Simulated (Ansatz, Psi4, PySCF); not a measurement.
C$_{4}$H$_{12}$Ge, charge +1, doublet, geometry from GFN2-xTB (a state made from the parent by changing its charge; the spin is typed, not shown lowest). Base run: PySCF with HF/STO-3G.

The PySCF input:
```python
from pyscf import gto, scf

mol = gto.Mole()
mol.atom = '''
    Ge    1.22058749    0.60351433   -0.04933479
    C    -0.20095590   -0.46359725    1.07359410
    C    -1.43133863   -0.74074658    0.28294320
    C    -1.30515590   -1.84940825   -0.74180870
    C    -2.14952767    0.49003547   -0.24466607
    H     2.48371454    0.53620297    0.74630935
    H     1.24049979   -0.18243686   -1.33223053
    H     0.66073857    1.98451313   -0.19804008
    H    -0.35844003    0.21186621    1.91534037
    H     0.32760223   -1.36266221    1.38913141
    H    -2.10708560   -1.15004263    1.07172797
    H    -0.71136069   -1.50228449   -1.59218181
    H    -2.27938809   -2.13461527   -1.13288016
    H    -0.82106716   -2.73063392   -0.32746098
    H    -1.60033958    0.88542123   -1.10492698
    H    -2.21987732    1.26898346    0.51165528
    H    -3.15192765    0.24552956   -0.58810560
'''
mol.basis = 'sto-3g'
mol.charge = 1
mol.spin = 1
mol.verbose = 4
mol.build()

mf = scf.UHF(mol)
mf.kernel()
```

The same geometry, method and basis name were run in Ansatz (an electronic-structure program) and Psi4 and PySCF, at each program's defaults and at the settings that a row names. The base is PySCF at its defaults. Differences at the defaults can come from grids, fitting, cores and function types together.

| code and settings | ΔE vs base (µEh) | basis functions | E (Eh) | SCF cycles |
|---|---|---|---|---|
| PySCF, defaults (exact integrals, spherical functions) | 0.0 | 50 | -2208.11869 | 14 |
| Psi4, defaults (density fitting with its default set, spherical functions) | -1022 | 50 | -2208.11971 | 13 |
| Ansatz, defaults (factorised integrals, spherical functions) | 37.4 | 50 | -2208.11865 | - |
| PySCF, density fitting with def2-universal-jkfit | -1022 | 50 | -2208.11971 | 14 |
| Psi4, exact integrals, spherical functions | 0.1 | 50 | -2208.11869 | 17 |
| Ansatz, high accuracy | 0.0 | 50 | -2208.11869 | - |

Open shells are given as the SCF converged; they aren't shown to be the lowest states, and a large step between rows can be another state.
